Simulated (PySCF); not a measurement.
singlet methylene (CH$_{2}$), singlet, at a GFN2-xTB geometry; DF-SVWN5/cc-pVQZ run with PySCF.

The PySCF input:
```python
from pyscf import gto, scf, dft

mol = gto.Mole()
mol.atom = '''
    C     0.00403916    0.00124078    0.16463541
    H     0.00029648    0.87790816   -0.50085524
    H    -0.02453143   -0.88535285   -0.48695721
'''
mol.basis = 'cc-pvqz'
mol.verbose = 4
mol.build()

mf = dft.RKS(mol)
mf.xc = 'lda,vwn'
mf = mf.density_fit(auxbasis='def2-universal-jkfit')
mf.kernel()
```

What the program printed (banner, timings and long lists left out):

```
PySCF version 2.14.0

[INPUT] verbose = 4
[INPUT] num. atoms = 3
[INPUT] num. electrons = 8
[INPUT] charge = 0
[INPUT] spin (= nelec alpha-beta = 2S) = 0
[INPUT] symmetry False subgroup None
[INPUT] Mole.unit = angstrom
[INPUT] Symbol           X                Y                Z      unit          X                Y                Z       unit  Magmom
[INPUT]  1 C      0.004039160000   0.001240780000   0.164635410000 AA    0.007632906173   0.002344734381   0.311115835305 Bohr   0.0
[INPUT]  2 H      0.000296480000   0.877908160000  -0.500855240000 AA    0.000560266001   1.659005984921  -0.946479231653 Bohr   0.0
[INPUT]  3 H     -0.024531430000  -0.885352850000  -0.486957210000 AA   -0.046357684144  -1.673074410103  -0.920215761282 Bohr   0.0

nuclear repulsion = 6.06948998566035
number of shells = 34
number of NR pGTOs = 132
number of NR cGTOs = 115
basis = cc-pvqz
ecp = {}

******** <class 'pyscf.df.df_jk.DFRKS'> ********
method = DFRKS
initial guess = minao
damping factor = 0
level_shift factor = 0
DIIS = <class 'pyscf.scf.diis.CDIIS'>
diis_start_cycle = 1
diis_space = 8
diis_damp = 0
SCF conv_tol = 1e-09
SCF conv_tol_grad = None
SCF max_cycles = 50
direct_scf = False
XC library pyscf.dft.libxc version 7.1.2
    S. Lehtola, C. Steigemann, M. J. T. Oliveira, and M. A. L. Marques,  SoftwareX 7, 1–5 (2018)
XC functionals = lda,vwn
    P. A. M. Dirac,  Math. Proc. Cambridge Philos. Soc. 26, 376 (1930)
    F. Bloch,  Z. Phys. 57, 545 (1929)
    S. H. Vosko, L. Wilk, and M. Nusair,  Can. J. Phys. 58, 1200 (1980)
radial grids:
    Treutler-Ahlrichs [JCP 102, 346 (1995); DOI:10.1063/1.469408] (M4) radial grids

becke partition: Becke, JCP 88, 2547 (1988); DOI:10.1063/1.454033
pruning grids: <function nwchem_prune>
grids dens level: 3
symmetrized grids: False
atomic radii adjust function: <function treutler_atomic_radii_adjust>
small_rho_cutoff = 0
Set gradient conv threshold to 3.16228e-05
Initial guess from minao.
tot grids = 33736
init E= -38.6358806747102
  HOMO = -0.252477136341199  LUMO = -0.195582985018913  gap/eV = 1.54817
cycle= 1 E= -38.734530612538  delta_E= -0.0986  |g|= 0.158  |ddm|= 0.933
  HOMO = -0.177791753208579  LUMO = -0.170422186959127  gap/eV = 0.20054
cycle= 2 E= -38.7346620126821  delta_E= -0.000131  |g|= 0.152  |ddm|= 0.275
  HOMO = -0.215951639177175  LUMO = -0.201231597362729  gap/eV = 0.40055
cycle= 3 E= -38.7414763350298  delta_E= -0.00681  |g|= 0.0363  |ddm|= 0.163
  HOMO = -0.21211471207984  LUMO = -0.194957357468014  gap/eV = 0.46688
cycle= 4 E= -38.7417935024309  delta_E= -0.000317  |g|= 0.00304  |ddm|= 0.025
  HOMO = -0.212277704836135  LUMO = -0.195386077218146  gap/eV = 0.45964
cycle= 5 E= -38.7417958547549  delta_E= -2.35e-06  |g|= 0.00027  |ddm|= 0.00176
  HOMO = -0.212195965583402  LUMO = -0.195291938521348  gap/eV = 0.45998
cycle= 6 E= -38.7417958772318  delta_E= -2.25e-08  |g|= 5.57e-05  |ddm|= 0.000293
  HOMO = -0.212197770430647  LUMO = -0.195294340548761  gap/eV = 0.45997
cycle= 7 E= -38.741795861907  delta_E= 1.53e-08  |g|= 0.000162  |ddm|= 0.000443
  HOMO = -0.2121987068607  LUMO = -0.195295532848504  gap/eV = 0.45996
cycle= 8 E= -38.7417958792205  delta_E= -1.73e-08  |g|= 2.55e-06  |ddm|= 0.000334
  HOMO = -0.212199121064994  LUMO = -0.195295889973398  gap/eV = 0.45996
cycle= 9 E= -38.7417958792231  delta_E= -2.52e-12  |g|= 6.36e-08  |ddm|= 3.24e-06
  HOMO = -0.212199162009184  LUMO = -0.195295916413136  gap/eV = 0.45996
Extra cycle  E= -38.741795879223  delta_E= 6.39e-14  |g|= 6.34e-08  |ddm|= 1.34e-07
converged SCF energy = -38.741795879223
```
